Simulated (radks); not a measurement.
Problem. K II, 18 electrons, occupied as [Ar] (the NIST ground configuration). Calculated with a radial shooting solver on a logarithmic mesh with Libxc functionals: Dirac Kohn-Sham, PBE, spin-unpolarised, spherical densities, point nucleus. Some entries of the table are withheld. Estimate them.

orbital,occ.,eigenvalue (eV),<r> (bohr),<1/r> (bohr^-1)
1s1/2,2,-3527.971,0.08105,18.72
2s1/2,2,(1),0.3875,(2)
2p1/2,2,-288.1522,(3),3.726
2p3/2,4,-285.2600,(4),3.691
3s1/2,2,-41.4487,(5),(6)
3p1/2,2,-25.0611,1.421,(7)
3p3/2,4,-24.7926,1.429,(8)

Solution. 
(1) 2s1/2 eigenvalue (eV): -359.5109
(2) 2s1/2 <1/r> (bohr^-1): 3.806
(3) 2p1/2 <r> (bohr): 0.3489
(4) 2p3/2 <r> (bohr): 0.3513
(5) 3s1/2 <r> (bohr): 1.267
(6) 3s1/2 <1/r> (bohr^-1): 1.100
(7) 3p1/2 <1/r> (bohr^-1): 0.9637
(8) 3p3/2 <1/r> (bohr^-1): 0.9568
